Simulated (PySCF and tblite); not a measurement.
Values are calculated unless marked as measured or tabulated.
**C₆H₇ClO₂, numbered as in [CH2:1]=[CH:2][CH2:3]/[CH:4]=[C:5](\[Cl:6])[C:7](=[O:8])[OH:9]: conformational analysis**

Search: ETKDG, MMFF94s, GFN2-xTB, 200 starts; geometries at GFN2-xTB. Energies: BP86-D3(BJ)/6-31+G* (IEF-PCM, dimethylsulfoxide), with GFN2-xTB thermal terms (modes under about 100 cm⁻¹ blended into free rotors). Symmetry numbers and mirror images are counted. Conformers within 2 kcal/mol (GFN2-xTB free energy) were kept, 4 at most. GIAO shieldings: wB97X-D/pcSseg-1 (IEF-PCM, dimethylsulfoxide), grid level 3. Codes: tblite and PySCF.

Torsions listed: C1–C2–C3–C4, C2–C3–C4–C5, Cl6–C5–C7–O9, O8–C7–O9–H9. Of a mirror pair one member is shown.

```tsv
conformer	shape	symmetry	E(GFN2) kcal/mol	E(DFT) kcal/mol	G(298.15 K) kcal/mol	weight %	dipole D
1	-117°, -112°, 0°, 0°	C1 (pair)	0.19	0.00	0.00	30.0	1.07
2	117°, -120°, 180°, 0°	C1 (pair)	0.74	0.04	0.02	29.0	4.68
3	-13°, 118°, 0°, 0°	C1 (pair)	0.39	0.06	0.20	21.4	1.28
4	118°, -120°, 0°, 0°	C1 (pair)	0.00	0.17	0.25	19.6	1.18
```

Weights (%) against temperature:

```csv
T (K),1,2,3,4,S(mix) cal/mol/K
150,30.9,31.0,22.3,15.9,4.07
250,30.2,29.3,21.6,18.8,4.09
298.15,30.0,29.0,21.4,19.6,4.10
320,29.9,28.8,21.4,19.9,4.10
400,29.6,28.5,21.2,20.7,4.11
```

Coordinates of conformer 1 (Å):

```xyz
16

C    -3.140   -0.198   -0.049
C    -1.997    0.356    0.306
C    -0.836    0.575   -0.624
C     0.332   -0.220   -0.157
C     1.471    0.266    0.341
Cl    1.794    1.956    0.486
C     2.546   -0.643    0.798
O     2.464   -1.845    0.759
O     3.622   -0.003    1.262
H    -3.949   -0.331    0.649
H    -3.320   -0.534   -1.057
H    -1.833    0.684    1.324
H    -0.579    1.635   -0.645
H    -1.113    0.250   -1.630
H     0.240   -1.298   -0.190
H     4.293   -0.641    1.549
```

Coordinates of conformer 2 (Å):

```xyz
16

C     2.767    0.806    0.493
C     1.970    0.356   -0.456
C     1.040   -0.813   -0.280
C    -0.368   -0.358   -0.436
C    -1.326   -0.451    0.488
Cl   -1.076   -1.170    2.036
C    -2.708    0.044    0.294
O    -3.587   -0.024    1.110
O    -2.890    0.594   -0.918
H     3.420    1.648    0.336
H     2.804    0.347    1.467
H     1.939    0.832   -1.427
H     1.186   -1.272    0.697
H     1.255   -1.552   -1.059
H    -0.627    0.117   -1.373
H    -3.806    0.906   -0.995
```

The minima are those of GFN2-xTB; planar forms about aryl–S or allylic bonds may be saddles in DFT.
